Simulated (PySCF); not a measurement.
CH9NO2Si2, SMILES N([SiH3])C[SiH](O)O. Atoms are numbered in the order given.

```xyz
15

O     -1.4815    -0.7897     1.2008
Si    -1.6136     0.2328    -0.1046
O     -1.9529     1.8122     0.3062
C      0.1146     0.2819    -0.8878
N      0.9755    -0.7468    -0.2805
Si     2.6955    -0.5113    -0.0874
H     -0.5403    -0.9362     1.3969
H     -2.7024    -0.2965    -0.9690
H     -2.8293     1.9974     0.6637
H      0.5212     1.2772    -0.6360
H      0.0917     0.2369    -1.9944
H      0.6838    -1.6927    -0.5174
H      2.9058     0.7158     0.7321
H      3.4551    -0.3323    -1.3676
H      3.2272    -1.7146     0.6135
```
Charge 0, spin multiplicity 1.

Coordinates come from a B3LYP-D3(BJ)/def2-SVP optimisation. The structure was generated by enumeration, and PubChem lists no compound with its InChIKey, so it may never have been made. The values are those of a single conformer.

Computed with HF/def2-TZVP in PySCF.

Computed frontier levels, gap, dipole moment and polarisability:
```
Item                                                                                                           Result
---------------------------------------------------------------------------------------------  ----------------------
highest occupied level                                                                                      -10.34 eV
lowest empty level                                                                                            2.95 eV
orbital gap                                                                                                  13.29 eV
dipole moment                                                                                               0.238 e·Å
quadrupole, principal values (traceless, Buckingham form, about the centre of nuclear charge)   -7.92, 0.50, 7.42 D·Å
mean static polarisability                                                                      70.2 bohr³ (10.41 Å³)
polarisability, principal values                                                               62.9, 65.1, 82.6 bohr³
```
